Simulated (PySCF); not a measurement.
## NMR data sheet: C$_{4}$H$_{9}$NO$_{3}$Si

| Item | Value |
| --- | --- |
| Formula | C4H9NO3Si |
| SMILES | CO[Si](C#N)(OC)OC |
| InChI | InChI=1S/C4H9NO3Si/c1-6-9(4-5,7-2)8-3/h1-3H3 |
| Point group of the computed structure | C1 |
| Degrees of unsaturation | 2 |
| Carbon signals | 2 |
| Proton signals | 1 |

Molfile (atoms numbered from 1):
```
C4H9NO3Si
     RDKit          3D

 18 17  0  0  0  0  0  0  0  0999 V2000
   -1.8939   -1.8201   -0.6772 C   0  0  0  0  0  0  0  0  0  0  0  0
   -0.6026   -1.2739   -0.7072 O   0  0  0  0  0  0  0  0  0  0  0  0
    0.0077   -0.0255    0.1116 Si  0  0  0  0  0  4  0  0  0  0  0  0
    0.1205   -0.4601    1.9429 C   0  0  0  0  0  0  0  0  0  0  0  0
    0.1899   -0.7235    3.0552 N   0  0  0  0  0  0  0  0  0  0  0  0
   -0.9508    1.2571   -0.0817 O   0  0  0  0  0  0  0  0  0  0  0  0
   -0.7542    2.5897    0.3084 C   0  0  0  0  0  0  0  0  0  0  0  0
    1.4797    0.3150   -0.4532 O   0  0  0  0  0  0  0  0  0  0  0  0
    2.5835   -0.5306   -0.6371 C   0  0  0  0  0  0  0  0  0  0  0  0
   -2.0563   -2.3565    0.2601 H   0  0  0  0  0  0  0  0  0  0  0  0
   -2.6467   -1.0372   -0.7740 H   0  0  0  0  0  0  0  0  0  0  0  0
   -1.9757   -2.5143   -1.5137 H   0  0  0  0  0  0  0  0  0  0  0  0
   -0.7899    2.6768    1.3964 H   0  0  0  0  0  0  0  0  0  0  0  0
   -1.5571    3.1815   -0.1315 H   0  0  0  0  0  0  0  0  0  0  0  0
    0.2098    2.9556   -0.0465 H   0  0  0  0  0  0  0  0  0  0  0  0
    2.9697   -0.8692    0.3265 H   0  0  0  0  0  0  0  0  0  0  0  0
    2.3060   -1.4004   -1.2338 H   0  0  0  0  0  0  0  0  0  0  0  0
    3.3517    0.0421   -1.1568 H   0  0  0  0  0  0  0  0  0  0  0  0
  1  2  1  0
  2  3  1  0
  3  4  1  0
  4  5  3  0
  3  6  1  0
  6  7  1  0
  3  8  1  0
  8  9  1  0
  1 10  1  0
  1 11  1  0
  1 12  1  0
  7 13  1  0
  7 14  1  0
  7 15  1  0
  9 16  1  0
  9 17  1  0
  9 18  1  0
M  END
```

One conformer, no solvent, non-relativistic Hamiltonian, equivalent nuclei averaged. NMR shieldings at PBE0/pcSseg-1/GIAO; coordinates at the GFN2-xTB level; PySCF 2.14.

Scale: 1H and 13C and 29Si vs TMS; 15N against NH3; 17O against H2O (reference shieldings calculated alike).

| carbon | δC, type | δH (multiplicity) | HMBC from (2–3 bonds) | span of the C tensor (ppm) |
| --- | --- | --- | --- | --- |
| C1/C7/C9 | 52.8, CH3 | 3.91 (s) | – | 78 |
| C4 | 122.2, C | – | – | 335 |

Other nuclei:
```tsv
atoms	nucleus	environment	δ (ppm)	σ (ppm)
Si3	29Si	silicon bonded to C, 3 O	-93.8	442.9
N5	15N	nitrile nitrogen	350.0	-82.3
O2/O6/O8	17O	oxygen bonded to C, Si	31.8	304.3
```

1. Carbon types of the structure: 1 × C, 3 × CH3, which accounts for all hydrogens.
2. δC 122.2: nitrile carbon; this is the usual window of a C≡N carbon, which has no attached hydrogen.
3. δC 52.8: methyl carbon bonded to O; pulled downfield by the heteroatom.
4. δH 3.91: hydrogen on a methyl carbon bonded to O; its carbon carries O, which withdraws density.

Shifts are as computed. Against solution values, carbons near 30 ppm lie about +3 ppm off and those near 130 ppm about +5 ppm. Of 1211 compounds with measured shifts, 218 miss one by over three times the rms of a fit or turn the order of signals round; such compounds aren't used in these exercises. Experimental scales use liquid or dissolved standards, which lie at an offset from isolated NH3 (liquid NH3: subtract about 20 ppm) and H2O (liquid H2O: subtract about 36 ppm). Unscaled 15N shifts of sp2 nitrogen come out 20 to 40 ppm too high even then.
